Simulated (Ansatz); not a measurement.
Isolated molecules relaxed with PBE0-D4/def2-TZVP in Ansatz; ΔE leaves out vibrations. CCSD(T)/CBS is the MP2 limit (def2-TZVPP, def2-QZVPP) plus CCSD(T) − MP2 in def2-TZVPP, frozen cores. Functionals use def2-TZVPP. Each species was taken in one conformer, which may not be the lowest.

Reaction (redistribution): `OP[SiH2][SiH3]` + `O[SiH2]B(O)F` → `O[SiH2]PO` + `OB(F)[SiH2][SiH3]`

```
         level  ΔE (eV)
     r2SCAN-D4    -0.12
MP2/def2-TZVPP    -0.11
MP2/def2-QZVPP    -0.10
 MP2/CBS(def2)    -0.10
```

Question: What does CCSD(T)/CBS give? (An estimate is asked.)

Answer: Computed: -0.10 eV. The listed levels differ from it by -0.02, -0.01, 0.00, 0.00 eV.

Largest T1 diagnostic among the species: 0.014.

In def2-TZVPP, CCSD(T) changes the Hartree–Fock value by −0.03 eV (the triples alone add −0.01 eV) and MP2 by −0.03 eV.
